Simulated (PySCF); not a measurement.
Working out the ionisation energy of Kr²⁺

Kr²⁺ [Ar] 3d10 4s2 4p4 (3P) → Kr³⁺ [Ar] 3d10 4s2 4p3 (4S). Computed with PySCF 2.14 in aug-cc-pwCVTZ-PP with ECP10MDF, with a scalar-relativistic core potential. Frozen: nothing. Energies in hartree (1 hartree = 27.21139 eV):

```csv
part,Kr²⁺ (lower),Kr³⁺ (upper)
UHF,-460.864897,-459.603003
MP2 opposite-spin,-0.616358,-0.589239
MP2 same-spin,-0.291467,-0.285342
```

What does Hartree-Fock give?

(-459.603003) − (-460.864897) = 1.261894 hartree = 34.338 eV.

What do MP2 and SCS-MP2 (6/5 opposite-spin, 1/3 same-spin) give?

The opposite-spin parts differ by 0.738 eV and the same-spin parts by 0.167 eV. MP2: 34.338 + (0.738) + (0.167) = 35.243 eV. SCS-MP2: 34.338 + 1.2 × (0.738) + (0.167)/3 = 35.279 eV.

Reference: 35.838 ± 0.02 eV (measured; NIST Atomic Spectra Database, ionization energies), between the lowest levels; spin-orbit coupling is absent from the calculation.

What remains against the reference includes basis incompleteness and correlation beyond second order.
